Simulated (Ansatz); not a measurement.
Steps of a relaxation of `C[O][Mo](=[O])([OH])([F])[F]` with RKS PBE-D4/def2-SVP.

```sh
$ ansatz run in.yaml --threads 4 --pin off --events-out ev --progress --plain --max-ram 11315MiB
```

```yaml
crystal:
  periodic: [false, false, false]
  atoms:
    - {symbol: C, position_ang: [0.223900, -1.792200, -0.071100]}
    - {symbol: O, position_ang: [-0.978100, -0.961400, 0.072700]}
    - {symbol: Mo, position_ang: [-0.152500, 0.895000, 0.906400]}
    - {symbol: O, position_ang: [-2.103500, 0.972500, 0.282000]}
    - {symbol: O, position_ang: [0.554100, 1.360500, -1.205800]}
    - {symbol: F, position_ang: [-0.885200, 2.715300, 1.259800]}
    - {symbol: F, position_ang: [2.068000, 1.362600, 0.916900]}
    - {symbol: H, position_ang: [1.001700, -1.260400, 0.516300]}
    - {symbol: H, position_ang: [0.533600, -1.736700, -1.090100]}
    - {symbol: H, position_ang: [-0.077100, -2.755600, 0.304500]}
    - {symbol: H, position_ang: [-0.119600, 1.143400, -1.871100]}
basis:
  gaussian: {orbitals: def2-SVP}
hamiltonian: {xc: pbe, dispersion: d4}
relax: {f_tol: 0.03, max_steps: 200}
```

Positions (Å) and forces (eV/Å) along the path, 13 of 42 steps:

```xyz
11
step=1 energy=-14508.3112 eV
C     0.224   -1.792   -0.071   -1.866    2.245    0.713
O    -0.978   -0.961    0.073    3.332    1.130    1.742
Mo   -0.152    0.895    0.906   -5.695    2.089   -8.317
O    -2.103    0.973    0.282    4.919    0.029    1.954
O     0.554    1.361   -1.206   -0.290   -0.734    3.517
F    -0.885    2.715    1.260    2.459   -1.545    0.505
F     2.068    1.363    0.917   -3.637   -0.991    0.777
H     1.002   -1.260    0.516    0.753   -0.512    0.401
H     0.534   -1.737   -1.090    0.512   -0.438   -1.548
H    -0.077   -2.756    0.304    0.379   -1.181    0.337
H    -0.120    1.143   -1.871   -0.866   -0.092   -0.081
11
step=2 energy=-14511.6595 eV
C     0.222   -1.778   -0.068   -0.925    1.298    0.991
O    -0.927   -0.930    0.114    2.785    0.816    0.947
Mo   -0.225    0.934    0.730   -4.584    1.476   -6.273
O    -2.040    0.981    0.310    4.417    0.432    1.043
O     0.534    1.339   -1.150   -1.371   -0.845    2.528
F    -0.823    2.703    1.277    2.097   -0.787    0.676
F     1.956    1.332    0.940   -3.421   -0.912    0.569
H     1.025   -1.278    0.523    0.644   -0.684    0.122
H     0.538   -1.744   -1.109    0.114   -0.329   -0.849
H    -0.065   -2.765    0.308    0.451   -0.606    0.053
H    -0.129    1.147   -1.854   -0.207    0.139    0.192
11
step=3 energy=-14513.7031 eV
C     0.227   -1.767   -0.052    0.292    0.433    0.527
O    -0.862   -0.899    0.136    1.352    0.344    0.646
Mo   -0.319    0.974    0.567    2.945    0.736   -0.460
O    -1.929    1.011    0.313   -3.314    0.834   -0.849
O     0.471    1.313   -1.079   -1.141   -0.234   -1.112
F    -0.752    2.697    1.311    1.567   -0.296    0.639
F     1.826    1.298    0.956   -2.912   -0.878    0.564
H     1.056   -1.304    0.529    0.634   -0.781   -0.004
H     0.535   -1.756   -1.118   -0.055   -0.278   -0.192
H    -0.050   -2.778    0.310    0.322   -0.137   -0.078
H    -0.137    1.153   -1.852    0.309    0.257    0.319
11
step=4 energy=-14514.9149 eV
C     0.262   -1.766   -0.034    0.450    0.189    0.308
O    -0.797   -0.871    0.179    0.990    0.472    0.671
Mo   -0.320    1.007    0.519   -0.258    0.562   -0.440
O    -1.986    1.073    0.278   -0.487    0.678   -0.337
O     0.437    1.317   -1.133   -0.474    0.007   -0.864
F    -0.644    2.694    1.363    1.129   -0.436    0.433
F     1.652    1.234    1.014   -1.982   -0.759    0.468
H     1.125   -1.357    0.532    0.531   -0.666   -0.056
H     0.533   -1.770   -1.116   -0.046   -0.159   -0.004
H    -0.028   -2.780    0.310    0.189   -0.044   -0.038
H    -0.167    1.163   -1.892   -0.042    0.157   -0.140
11
step=5 energy=-14515.7843 eV
C     0.304   -1.762   -0.009    0.377   -0.085    0.097
O    -0.719   -0.835    0.252    0.671    0.379    0.505
Mo   -0.362    1.048    0.464   -0.319    0.182   -0.655
O    -2.024    1.151    0.238   -0.859    0.511   -0.275
O     0.398    1.331   -1.198   -0.113    0.104   -0.327
F    -0.548    2.668    1.422    0.598   -0.155    0.390
F     1.484    1.146    1.069   -0.538   -0.684    0.566
H     1.207   -1.428    0.534    0.429   -0.429   -0.039
H     0.529   -1.777   -1.106   -0.042    0.004    0.164
H    -0.012   -2.780    0.309    0.082    0.071    0.026
H    -0.193    1.180   -1.954   -0.286    0.103   -0.454
11
step=8 energy=-14516.6565 eV
C     0.409   -1.754    0.086    0.009    0.008    0.018
O    -0.594   -0.774    0.296   -0.037   -0.206   -0.227
Mo   -0.434    1.088    0.313    0.185    0.123   -0.098
O    -2.116    1.265    0.176    0.129   -0.081    0.125
O     0.262    1.434   -1.385   -0.414    0.032   -0.172
F    -0.346    2.569    1.467    0.099    0.024   -0.106
F     1.255    0.704    1.183   -0.229   -0.010   -0.001
H     1.341   -1.513    0.641   -0.060    0.025    0.023
H     0.637   -1.792   -1.005    0.039   -0.028    0.096
H     0.010   -2.739    0.405    0.021    0.025    0.039
H    -0.359    1.455   -2.154    0.257    0.089    0.303
11
step=16 energy=-14517.1555 eV
C     0.527   -1.884    0.083   -0.003   -0.094   -0.008
O    -0.286   -0.774   -0.174    0.035   -0.099    0.009
Mo   -0.399    1.045    0.228    0.081   -0.097   -0.070
O    -2.031    1.199    0.585   -0.067    0.047    0.045
O    -0.118    1.535   -1.570    0.052   -0.120    0.040
F     0.194    2.744    0.758   -0.021    0.087   -0.006
F     0.672    0.527    1.706    0.004    0.016    0.018
H     1.172   -1.694    0.971   -0.038    0.076   -0.002
H     1.176   -2.100   -0.794    0.006    0.025   -0.010
H    -0.110   -2.773    0.280   -0.004    0.018   -0.006
H    -0.732    2.119   -2.051   -0.044    0.142   -0.010
11
step=28 energy=-14517.2179 eV
C     0.527   -1.879    0.052    0.013    0.028   -0.025
O    -0.424   -0.848   -0.006    0.003   -0.053    0.043
Mo   -0.499    0.986    0.276   -0.007    0.066    0.050
O    -2.099    1.227    0.735    0.047   -0.010   -0.026
O    -0.320    1.285   -1.586    0.017    0.239   -0.074
F     0.167    2.740    0.459   -0.016   -0.021   -0.020
F     0.625    0.665    1.761   -0.029   -0.025   -0.035
H     1.199   -1.701    0.923    0.000   -0.016   -0.012
H     1.139   -1.897   -0.878   -0.027   -0.002    0.034
H     0.010   -2.854    0.171    0.013    0.019   -0.008
H    -0.261    2.219   -1.888   -0.014   -0.225    0.074
11
step=31 energy=-14517.2219 eV
C     0.522   -1.847    0.025   -0.016    0.036   -0.041
O    -0.483   -0.864    0.096    0.077   -0.044   -0.008
Mo   -0.522    0.983    0.323    0.013   -0.006    0.012
O    -2.127    1.263    0.733   -0.001   -0.002    0.003
O    -0.287    1.189   -1.550    0.007    0.011   -0.008
F     0.170    2.734    0.416   -0.007   -0.012   -0.006
F     0.573    0.708    1.832   -0.008    0.013   -0.005
H     1.258   -1.687    0.847   -0.028    0.001   -0.030
H     1.052   -1.786   -0.954   -0.041    0.000    0.075
H     0.062   -2.852    0.131    0.007    0.028   -0.009
H    -0.152    2.101   -1.878   -0.003   -0.025    0.016
11
step=34 energy=-14517.2260 eV
C     0.513   -1.812   -0.028   -0.087    0.217   -0.050
O    -0.502   -0.866    0.261    0.283   -0.216   -0.070
Mo   -0.540    0.989    0.404    0.020    0.022   -0.018
O    -2.160    1.288    0.734    0.042   -0.017   -0.003
O    -0.212    1.018   -1.476   -0.004   -0.011    0.045
F     0.141    2.747    0.322   -0.010   -0.051    0.019
F     0.491    0.859    1.973   -0.043    0.039   -0.053
H     1.338   -1.727    0.721   -0.104    0.006   -0.104
H     0.923   -1.621   -1.053   -0.090   -0.019    0.219
H     0.083   -2.834    0.013   -0.004    0.042   -0.005
H    -0.010    1.901   -1.848   -0.002   -0.012    0.021
11
step=39 energy=-14517.2443 eV
C     0.499   -1.788   -0.097   -0.105    0.016    0.063
O    -0.391   -0.851    0.460    0.063    0.010   -0.003
Mo   -0.530    1.003    0.498    0.018   -0.024    0.017
O    -2.181    1.232    0.703    0.005   -0.001   -0.002
O    -0.079    0.840   -1.359   -0.013   -0.030    0.030
F     0.050    2.775    0.211   -0.010   -0.023    0.004
F     0.361    1.133    2.140   -0.020   -0.007   -0.035
H     1.438   -1.835    0.495    0.019   -0.003    0.010
H     0.736   -1.467   -1.135    0.027   -0.001   -0.055
H     0.019   -2.788   -0.109    0.006    0.016   -0.002
H     0.142    1.691   -1.787    0.010    0.049   -0.028
11
step=40 energy=-14517.2440 eV rejected
C     0.498   -1.797   -0.099   -0.016    0.047    0.107
O    -0.375   -0.845    0.456    0.005   -0.029    0.002
Mo   -0.526    1.006    0.499    0.023    0.005   -0.098
O    -2.179    1.228    0.697   -0.008   -0.002   -0.003
O    -0.075    0.852   -1.364   -0.026   -0.053    0.133
F     0.049    2.780    0.220   -0.008   -0.028   -0.003
F     0.344    1.142    2.152    0.001   -0.017   -0.023
H     1.447   -1.831    0.480    0.011   -0.033   -0.026
H     0.719   -1.500   -1.147    0.035    0.032   -0.079
H     0.019   -2.796   -0.086   -0.029    0.003    0.022
H     0.144    1.704   -1.787    0.011    0.072   -0.033
11
step=42 energy=-14517.2456 eV
C     0.500   -1.799   -0.098    0.016   -0.018   -0.009
O    -0.352   -0.839    0.470    0.009    0.001    0.008
Mo   -0.522    1.009    0.501   -0.003    0.003   -0.016
O    -2.179    1.213    0.698    0.009    0.003   -0.001
O    -0.068    0.850   -1.355    0.003    0.006    0.002
F     0.028    2.788    0.207   -0.008    0.004    0.001
F     0.352    1.167    2.149    0.002   -0.010    0.000
H     1.442   -1.885    0.488   -0.017    0.006    0.000
H     0.746   -1.482   -1.137   -0.005    0.003    0.007
H    -0.012   -2.783   -0.116   -0.002    0.013    0.003
H     0.131    1.704   -1.788   -0.003   -0.010    0.007
```

Hardware: 4 threads of an Arm Neoverse V2 on a shared host. Wall time 87 s, peak host memory 0.21 GiB.
